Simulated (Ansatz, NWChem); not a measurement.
How basis sets differ on GaPH3F3 (SMILES [F][Ga-]([F])([F])[PH3+])

GaPH3F3 has 8 atoms, charge 0, and is taken as a singlet. SMILES: `[F][Ga-]([F])([F])[PH3+]`. The shape is that of a PBE0-D4/def2-TZVP optimisation.

Quantity: the dipole moment, in D. The values are calculated.

| level | kind | program | value (D) | CPU time |
| --- | --- | --- | --- | --- |
| HF/STO-3G | Hartree–Fock | NWChem | 6.34 | 4 s |
| HF/3-21G | Hartree–Fock | NWChem | 6.63 | 3.8 s |
| HF/6-31G** (spherical functions) | Hartree–Fock | Ansatz | 6.70 | 8.1 s |
| HF/def2-SVP | Hartree–Fock | Ansatz | 6.80 | 6.8 s |
| HF/def2-TZVP | Hartree–Fock | Ansatz | 6.69 | 28 s |

All-electron rows without a relativistic Hamiltonian named are non-relativistic. The values span 6.34 to 6.80 D. Sets without polarisation functions give poor dipoles. Without the sets that lack polarisation functions the rows with a basis span only 6.69 to 6.80 D. Times are those of the runs behind each value, whatever else they computed, on shared processors of several kinds: orders of magnitude only.
